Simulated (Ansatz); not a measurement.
C$_{6}$H$_{16}$O$_{4}$Ti, SMILES `CC(C)[O][Ti]([OH])([OH])[O]C(C)C`. Total charge 0; spin multiplicity 1. All single points use the PBE0-D4/def2-TZVP geometry. It is one conformer, not always the lowest.

```xyz
27

C     0.566    1.879   -1.774
C     1.746    0.926   -1.761
C     1.769    0.018   -2.975
O     1.728    0.156   -0.589
Ti    0.940   -1.047    0.459
O     1.264   -2.719   -0.171
O     1.577   -0.868    2.148
O    -0.819   -0.780    0.467
C    -1.940   -0.369    1.212
C    -1.788    1.088    1.606
C    -2.121   -1.275    2.414
H     0.596    2.518   -2.660
H    -0.371    1.317   -1.782
H     0.579    2.517   -0.888
H     2.675    1.512   -1.740
H     0.843   -0.561   -3.031
H     1.866    0.602   -3.893
H     2.605   -0.680   -2.915
H     0.624   -3.386   -0.422
H     2.212   -0.229    2.472
H    -2.812   -0.469    0.551
H    -1.640    1.712    0.724
H    -0.926    1.208    2.268
H    -2.679    1.439    2.133
H    -1.252   -1.201    3.073
H    -3.012   -0.993    2.979
H    -2.228   -2.314    2.098
```

Q: What is the dipole moment at ωB97M-V/def2-TZVPP? (Estimate.)

A: The calculation gave: 2.29 D, with components (-1.46, 1.68, -0.55) D in this frame, pointing from negative to positive charge.

Q: And with PBE, r2SCAN, B3LYP? (An estimate is asked.)

A: The calculation gave: PBE 2.29 D, r2SCAN 2.33 D, B3LYP 2.35 D.

Q: Give the Mulliken charges with ωB97M-V, PBE, B3LYP in def2-TZVPP. (Best estimate.)

A: The calculation gave: 
```json
{"atom": "C1", "ωB97M-V": "-0.32", "PBE": "-0.25", "B3LYP": "-0.26"}
{"atom": "C2", "ωB97M-V": "0.09", "PBE": "0.16", "B3LYP": "0.19"}
{"atom": "C3", "ωB97M-V": "-0.31", "PBE": "-0.25", "B3LYP": "-0.25"}
{"atom": "O4", "ωB97M-V": "-0.43", "PBE": "-0.39", "B3LYP": "-0.48"}
{"atom": "Ti5", "ωB97M-V": "0.97", "PBE": "0.84", "B3LYP": "1.07"}
{"atom": "O6", "ωB97M-V": "-0.43", "PBE": "-0.42", "B3LYP": "-0.47"}
{"atom": "O7", "ωB97M-V": "-0.43", "PBE": "-0.42", "B3LYP": "-0.47"}
{"atom": "O8", "ωB97M-V": "-0.42", "PBE": "-0.38", "B3LYP": "-0.48"}
{"atom": "C9", "ωB97M-V": "0.09", "PBE": "0.17", "B3LYP": "0.21"}
{"atom": "C10", "ωB97M-V": "-0.31", "PBE": "-0.25", "B3LYP": "-0.27"}
{"atom": "C11", "ωB97M-V": "-0.30", "PBE": "-0.25", "B3LYP": "-0.26"}
{"atom": "H12", "ωB97M-V": "0.11", "PBE": "0.08", "B3LYP": "0.08"}
{"atom": "H13", "ωB97M-V": "0.10", "PBE": "0.08", "B3LYP": "0.08"}
{"atom": "H14", "ωB97M-V": "0.11", "PBE": "0.08", "B3LYP": "0.08"}
{"atom": "H15", "ωB97M-V": "0.08", "PBE": "0.05", "B3LYP": "0.05"}
{"atom": "H16", "ωB97M-V": "0.10", "PBE": "0.08", "B3LYP": "0.07"}
{"atom": "H17", "ωB97M-V": "0.10", "PBE": "0.07", "B3LYP": "0.08"}
{"atom": "H18", "ωB97M-V": "0.12", "PBE": "0.10", "B3LYP": "0.10"}
{"atom": "H19", "ωB97M-V": "0.17", "PBE": "0.18", "B3LYP": "0.18"}
{"atom": "H20", "ωB97M-V": "0.17", "PBE": "0.19", "B3LYP": "0.18"}
{"atom": "H21", "ωB97M-V": "0.08", "PBE": "0.05", "B3LYP": "0.05"}
{"atom": "H22", "ωB97M-V": "0.11", "PBE": "0.09", "B3LYP": "0.09"}
{"atom": "H23", "ωB97M-V": "0.11", "PBE": "0.08", "B3LYP": "0.08"}
{"atom": "H24", "ωB97M-V": "0.11", "PBE": "0.08", "B3LYP": "0.08"}
{"atom": "H25", "ωB97M-V": "0.11", "PBE": "0.09", "B3LYP": "0.09"}
{"atom": "H26", "ωB97M-V": "0.10", "PBE": "0.07", "B3LYP": "0.08"}
{"atom": "H27", "ωB97M-V": "0.11", "PBE": "0.08", "B3LYP": "0.08"}
```

B3LYP here is the variant with VWN-RPA as its local correlation; programs differ in this.

Computed with Ansatz.
